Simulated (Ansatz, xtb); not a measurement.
System: CPt, charge 0, multiplicity 1. SMILES: [C][Pt]
Geometry from a B3LYP-D3(BJ)/def2-TZVP (Ansatz, a program for electronic structure) optimisation:
```
Pt
C 1 1.6759
```

Harmonic wavenumbers from GFN2-xTB (xtb, at its own minimum), cm⁻¹: 1021.

Q: Give the harmonic wavenumbers at B3LYP-D3(BJ)/def2-TZVP (Ansatz, finite differences of forces, unscaled).

A: 1068 cm⁻¹. Zero-point energy 1.5 kcal/mol.

Q: From these and the geometry, give the ideal-gas thermochemistry at 298.15 K and 1 atm (rigid rotor, harmonic oscillator).

A: Point group C∞v, rotational symmetry number 1. Rotational constants 15.9, 15.9 GHz. S(trans) 41.89, S(rot) 13.85, S(vib) 0.07, S(elec, spin only) 0.00, S 55.8 cal/(mol K). H(298) - H(0) 2.09 kcal/mol; G - E(el) -13.0 kcal/mol.
